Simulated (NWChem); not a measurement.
C₂H₉NSi; SMILES C[SiH](C)N

```xyz
13

Si    -0.0534    -0.0166     0.3606
C     -0.2071     1.7694    -0.2268
C      1.6054    -0.7065    -0.1845
N     -1.2946    -1.0968    -0.2065
H     -0.1627    -0.0155     1.8554
H     -0.1323     1.8379    -1.3245
H     -1.1735     2.2066     0.0712
H      0.5907     2.3968     0.2038
H      1.7462    -1.7316     0.1901
H      1.6793    -0.7336    -1.2842
H      2.4351    -0.0846     0.1868
H     -1.3254    -1.3443    -1.1899
H     -2.2368    -0.9999     0.1562
```
Atoms are numbered in this order, from 1.

Results from NWChem. Coordinates come from a PBE0/def2-SVP optimisation.

For level Hartree-Fock/def2-TZVP:

```yaml
highest occupied level (eV): -10.53
orbital gap (eV): 13.94
```

Task: What are these values for level PBE0/def2-TZVP?

Result: The highest occupied level (eV) is -7.08. The orbital gap (eV) comes out as 7.96.
